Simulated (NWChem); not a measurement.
Molecule: C4H7N; SMILES C/N=C/C=C

```xyz
12

C      0.6330    -2.0974     0.0000
C     -0.5237    -1.4237     0.0000
C     -0.6301     0.0472     0.0000
N      0.3857     0.8172     0.0000
C      0.1570     2.2462     0.0000
H      1.5821    -1.5694     0.0000
H      0.6586    -3.1832     0.0000
H     -1.4693    -1.9635     0.0000
H     -1.6572     0.4510     0.0000
H      0.6390     2.6900    -0.8804
H     -0.9093     2.5310     0.0000
H      0.6390     2.6900     0.8804
```
Atoms are numbered in this order, from 1.

Program: NWChem. Medium grid unless said otherwise, to which SCAN and Minnesota functionals are sensitive. Structure relaxed at the B3LYP/6-31G* (spherical d) level.

Question: Among these, which level gives the lowest value of “highest occupied level (eV)”?
(A) B3LYP/def2-TZVP
(B) PBE/def2-TZVP
(C) r2SCAN/def2-TZVP
(D) Hartree-Fock/def2-TZVP

Answer: D, Hartree-Fock/def2-TZVP. Values: Hartree-Fock/def2-TZVP -9.42; B3LYP/def2-TZVP -7.01; r2SCAN/def2-TZVP -6.15; PBE/def2-TZVP -5.85
